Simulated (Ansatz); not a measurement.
Geometry optimisation, RKS PBE/def2-SVP in Ansatz.

input.yaml

```yaml
crystal:
  periodic: [false, false, false]
  atoms:
    - { symbol: Ga, position_ang: [-0.8777, 0.3569, -0.714] }
    - { symbol: O, position_ang: [-0.331, -1.3621, 0.5343] }
    - { symbol: C, position_ang: [0.8941, 0.8143, 0.0926] }
    - { symbol: H, position_ang: [0.5814, -0.4532, 0.5829] }
    - { symbol: H, position_ang: [-2.2916, 0.2178, -1.4741] }
    - { symbol: H, position_ang: [-0.4488, -2.2288, 0.9257] }
    - { symbol: H, position_ang: [0.8206, 1.6969, 0.7276] }
    - { symbol: H, position_ang: [1.6529, 0.9583, -0.675] }
basis:
  gaussian: { orbitals: def2-SVP }
hamiltonian:
  xc: pbe
relax:
  f_tol: 0.15
  max_steps: 25
  restrain:
    - { distance: [3, 1], at: 2.27, k: 30.0 }
    - { distance: [0, 1], at: 1.88, k: 30.0 }
    - { distance: [3, 2], at: 1.07, k: 30.0 }
```

Run as:

```bash
$ ansatz run input.yaml --threads 2 --pin off --max-ram 3072MiB --backend cpu --events-out ev --progress --plain --runs-dir out
```

Task: Where does it end, and by what steps?

Result: It converged. The restraints hold the end off the free minimum. After 12 steps the energy has fallen by 2.087 eV (the restraints' own energy left out); O2 moved furthest, 0.65 Å. Joined: C3–H4.

```csv
step,energy less start (eV),largest force component (eV/Å),accepted
0,0.0000,1.630,yes
1,-0.6557,1.968,yes
2,-1.1514,2.163,yes
3,-1.6927,1.235,yes
4,-1.6341,1.533,no
5,-1.8097,0.899,yes
6,-1.8112,1.047,yes
7,-1.8269,1.033,yes
8,-1.8417,1.026,yes
9,-1.8565,1.088,yes
10,-1.9433,1.247,yes
11,-1.9589,1.937,yes
12,-2.0869,0.885,yes
```

```xyz
8
Properties=species:S:1:pos:R:3
Ga -0.922 0.052 -0.559
O -0.893 -1.592 0.297
C 0.807 0.708 0.090
H 0.915 -0.213 0.666
H -2.178 0.333 -1.448
H -0.108 -1.702 0.860
H 0.762 1.595 0.750
H 1.616 0.818 -0.656
```

Whether the end is a true minimum wasn't checked by a vibrational analysis.

The run took 17 s on 2 threads of Arm Neoverse V1 (shared host), peak memory 0.12 GiB.
